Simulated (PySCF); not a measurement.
Method: PySCF with PBE-D3(BJ)/def2-TZVP // B3LYP-D3(BJ)/def2-TZVP. Isolated molecules, 0 K electronic values unless said otherwise. 

Reference species (SMILES): `[F][In][F]` (neutral, multiplicity 2).

```
Item           Result
-------------  ------
dipole moment  2.94 D
```

Changed species: `[F][InH]` (radical fragment; the reference has radical fragment).

### Question
Predict the effect on the dipole moment.

### Answer
the dipole moment falls by 0.11 D, to 2.83 D.
